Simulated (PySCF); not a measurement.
NMR data simulated for an unnamed compound:

¹H NMR (400 MHz, computed): δ 7.21 (m, 1H), 6.29 (m, 1H), 5.90 (m, 1H), 5.77 (d, 1H), 4.53 (s, 2H), 1.99 (d, 3H).

¹³C{¹H} NMR (computed): δ 145.1 (CH), 139.5 (CH), 135.6 (CH), 116.4 (CH), 97.8 (C), 96.8 (C), 39.2 (CH2), 17.4 (CH3).

All values are calculated (PySCF): coordinates at the GFN2-xTB level, shielding tensors at PBE0/pcSseg-1 (GIAO). No solvent, no relativistic terms, fast rotation and ring inversion assumed for equivalent nuclei, one conformer.

Chemical shifts δ = σref − σ; TMS for ¹H (σ = 31.72 ppm), ¹³C (σ = 186.93 ppm), all at this level.

Which of these does the molecule contain: a non-aromatic C=C double bond, a heteroaromatic ring, a C≡C triple bond, a ketone, an NH or NH2 group?

Answers


- A non-aromatic C=C double bond: yes.
- A heteroaromatic ring: no.
- A C≡C triple bond: yes (δC 96.8, 97.8).
- A ketone: no.
- An NH or NH2 group: no.

The data belong to SMILES C/C=C\C=C\C#CCCl, C8H9Cl; they needn't prove each group on their own.

Carbon signals by region: 4 in the sp2 and nitrile region (100–160 ppm), 2 at 50–100 ppm, 2 below 50 ppm.

Carbons that carry Cl, above all several Cl atoms, come out too deshielded, partly because spin–orbit coupling is missing. Shifts are as computed. Against solution values, carbons near 30 ppm lie about +3 ppm off and those near 130 ppm about +5 ppm; carbons on Cl a further +6 ppm. Of 1211 compounds with measured shifts, 218 miss one by over three times the rms of a fit or turn the order of signals round; such compounds aren't used in these exercises. No couplings were computed; multiplicities are counted from neighbouring protons, with m where these are inequivalent, close in shift, in a saturated or five-membered ring or joined by F or P, and br s for small geminal =CH2 splittings.
